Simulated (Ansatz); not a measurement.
Computed with Ansatz on PBE0-D4/def2-TZVP structures; ΔE is electronic, products minus reactants. CCSD(T)/CBS adds triple-zeta CCSD(T) − MP2 to the extrapolated MP2 energy (def2 sets, frozen cores). Functionals use def2-TZVPP. B3LYP here is the variant with VWN-RPA as its local correlation; programs differ in this. Elements past krypton have def2 core potentials. For In, Se outer-core shells are correlated without core-valence functions, which leaves a few kJ/mol of doubt a bond. Scalar relativity is left out up to krypton. One conformer a species, not always the lowest.

`CO[Si](Cl)(OC)[Se]C` + `[InH3]` → `C[Se][InH2]` + `CO[SiH](Cl)OC`  (formal exchange of groups at the Se–Si bond)

Problem. Is it downhill or uphill in electronic energy at CCSD(T)/CBS, and by how much? (Best estimate.)

Solution. The calculation gave: Downhill: ΔE = -0.54 eV.

Problem. What do these levels give: ωB97M-V, PBE0, B3LYP, MP2/def2-TZVPP, HF/def2-QZVPP, SCS-MP2/def2-QZVPP? (Estimate.)

Solution. The calculation gave: ωB97M-V -0.44, PBE0 -0.56, B3LYP -0.65, MP2/def2-TZVPP -0.50, HF/def2-QZVPP -0.69, SCS-MP2/def2-QZVPP -0.56 eV.

Largest T1 diagnostic among the species: 0.014.

In def2-TZVPP, CCSD(T) changes the Hartree–Fock value by +0.18 eV (the triples alone add +0.02 eV) and MP2 by +0.18 eV. The D4 term adds +0.17 eV with B3LYP and +0.10 eV with PBE0; it sums over pairs of atoms, weighted by their polarisabilities, and B3LYP, whose exchange is more repulsive, gets the larger term.
